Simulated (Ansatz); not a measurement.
# A small benchmark: atomisation enthalpy at 298 K

6 molecules holding Si, Ge, B, Al, Ga, P or As; the atomisation enthalpy at 298 K in kJ/mol, computed less measured. Shapes, held fixed at every level: PBE0-D4/def2-TZVP. Flexible molecules stand in one conformer, not always the lowest. Thermal terms are harmonic and unscaled (PBE0-D4/def2-TZVP); the spin-orbit lowering of the free atoms is taken from their spectra. Programs: Ansatz 0.2.0. Measured values: CRC Handbook of Chemistry and Physics, NIST-JANAF tables.

Levels: A = HF/def2-SVP; B = HF/def2-TZVPP; C = r2SCAN-D4/def2-TZVPP; D = B2PLYP/def2-TZVPP.

| molecule | from tabulated heats | A | B | C | D |
| --- | --- | --- | --- | --- | --- |
| SiO2 (silicon dioxide molecule) | 1254 | -684 | -619 | -25 | -36 |
| BBrCl2 (bromodichloroborane) | 1262 | -306 | -333 | +39 | -21 |
| GeH4 (germane) | 1153 | -280 | -280 | +18 | +5 |
| SiI4 (SMILES I[Si](I)(I)I) | 987 | -459 | -421 | +13 | -54 |
| B(BCl2)Cl2 | 2115 | -477 | -520 | +53 | -40 |
| PH2(PH2) (diphosphine) | 1484 | -542 | -508 | -5 | -21 |

Problem. Sum up the errors.

Solution. 
| level | kind | mean error | mean absolute error | worst case |
| --- | --- | --- | --- | --- |
| HF/def2-SVP | Hartree–Fock | -458.0 | 458.0 | SiO2 |
| HF/def2-TZVPP | Hartree–Fock | -446.8 | 446.8 | SiO2 |
| r2SCAN-D4/def2-TZVPP | meta-GGA | +15.5 | 25.5 | B(BCl2)Cl2 |
| B2PLYP/def2-TZVPP | double hybrid | -27.8 | 29.5 | SiI4 |

On this set r2SCAN-D4/def2-TZVPP has the smallest mean absolute error and HF/def2-SVP the largest. HF/def2-SVP is too low in 6 of 6; HF/def2-TZVPP is too low in 6 of 6; r2SCAN-D4/def2-TZVPP is too high in 4 of 6; B2PLYP/def2-TZVPP is too low in 5 of 6. The heats of SiI4, PH2(PH2) come from older tables and can be uncertain by 10 kJ/mol or more. The molecules' own spin-orbit binding is left out, so errors for heavy halides read too negative. Heats of the atoms come from ATcT where it has them, that of boron, 570 kJ/mol, from recent work. The levels differ in basis as well as in method. With so many references in doubt the order of the levels isn't settled. The tabulated values of SiO2, BBrCl2, B(BCl2)Cl2 are in doubt (older tables, estimates, or at odds with other calculations) and kept here. Over the 3 molecules whose values aren't doubted the mean absolute errors are A 427.0; B 403.0; C 12.0; D 26.7. The largest two are near a tie. Hartree–Fock lacks correlation and underbinds. For atoms past krypton def2 sets carry core potentials with scalar relativity. Relativity is left out for Br, Ge. Outer-core shells of Br, Ge, I are correlated, in sets that cover them unevenly. The set is small.
